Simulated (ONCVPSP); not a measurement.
**promethium, ONCV: configuration errors across variants**

promethium (Pm), optimised norm-conserving Vanderbilt (ONCV), made with ONCVPSP 4.0.1 (Wu-Cohen, scalar-relativistic). Core [Xe] 4f4, reference 5d1 6s1 (charge +1). Waves: 6s: rc 3.65 bohr, ncon 4, nbas 7, qcut 1.8 1/bohr, 2 projectors, debl 2.3 Ha; p scattering state at 0.1 Ha: rc 3.05 bohr, ncon 5, nbas 10, qcut 2.2 1/bohr, 1 projector; 5d: rc 3.55 bohr, ncon 4, nbas 8, qcut 4.8 1/bohr, 3 projectors, debl 0.6 Ha. Local part: polynomial inside 2.70 bohr (lpopt 4, dvloc0 1 Ha). Core correction: polynomial model core, fcfact 0.65.

In the p channel the program set the typed energies aside and used 0.050 Ha.

All-electron excitation energies from the reference (eV): (1) 5d1 6s2 -6.389; (2) 5d1 6s0 11.492; (3) 5d1 6s1.5 -3.811.

2 further variants failed, have other tests or too few solved ones, and are left out.

A true bound ghost makes a file unfit for plane-wave use even where its test errors are small: the radial tests pick states by their node count and pass the ghost by.

Errors AE − PS in meV (a dash: test not solved or not reliable):

| change | (1) | (2) | (3) | bound ghosts | GHOST(+) flags above zero |
| --- | --- | --- | --- | --- | --- |
| base | -5.0 | -36 | -1.6 | none | s |
| all radii but the core radius scaled by about 0.93 (s 3.38, p 2.84, d 3.30 bohr); local potential polynomial inside 2.50 bohr (lpopt 4, dvloc0 1 Ha) | -5.2 | -35 | -1.7 | none | s, p |
| all radii but the core radius scaled by about 1.06 (s 3.86, p 3.24, d 3.76 bohr); local potential polynomial inside 2.86 bohr (lpopt 4, dvloc0 1 Ha) | -5.1 | -40 | -1.7 | none | s |
| all radii but the core radius scaled by about 1.13 (s 4.10, p 3.44, d 4.00 bohr); local potential polynomial inside 3.04 bohr (lpopt 4, dvloc0 1 Ha) | -5.4 | -47 | -1.9 | none | s |
| all radii but the core radius scaled by about 1.17 (s 4.28, p 3.56, d 4.16 bohr); local potential polynomial inside 3.16 bohr (lpopt 4, dvloc0 1 Ha) | -5.8 | -55 | -2.1 | none | s |
| all radii but the core radius scaled by about 1.23 (s 4.50, p 3.76, d 4.38 bohr); local potential polynomial inside 3.32 bohr (lpopt 4, dvloc0 1 Ha) | -6.6 | -67 | -2.5 | none | s |

Task: Give the same row for: all radii but the core radius scaled by about 1.31 (s 4.78, p 3.98, d 4.64 bohr); local potential polynomial inside 3.54 bohr (lpopt 4, dvloc0 1 Ha).

Result: -54, -84, -15; bound ghosts: s; GHOST(+) flags above zero: none.
